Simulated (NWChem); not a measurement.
# HfF4; SMILES [F][Hf]([F])([F])[F]

Results from NWChem. All runs use the structure optimised with PBE0/def2-SVP. def2 effective core potentials on Hf; no spin-orbit coupling. Total energies compare along this basis series because the functional is fixed.

```json
[
 {"level": "PBE/def2-SVP", "basis functions": "88", "energy (Ha)": "-447.0739", "highest occupied level (eV)": "(withheld)", "orbital gap (eV)": "(withheld)"},
 {"level": "PBE/def2-SVPD", "basis functions": "127", "energy (Ha)": "-447.1083", "highest occupied level (eV)": "-10.27", "orbital gap (eV)": "8.46"},
 {"level": "PBE/def2-TZVP", "basis functions": "164", "energy (Ha)": "-447.5763", "highest occupied level (eV)": "-10.10", "orbital gap (eV)": "8.47"},
 {"level": "PBE/def2-TZVPD", "basis functions": "203", "energy (Ha)": "-447.5806", "highest occupied level (eV)": "-10.16", "orbital gap (eV)": "8.47"},
 {"level": "PBE/def2-TZVPP", "basis functions": "180", "energy (Ha)": "-447.5832", "highest occupied level (eV)": "-10.10", "orbital gap (eV)": "8.46"}
]
```

### Question
Some entries are withheld; supply them.

### Answer

- PBE/def2-SVP, highest occupied level (eV): -9.89
- PBE/def2-SVP, orbital gap (eV): 8.34
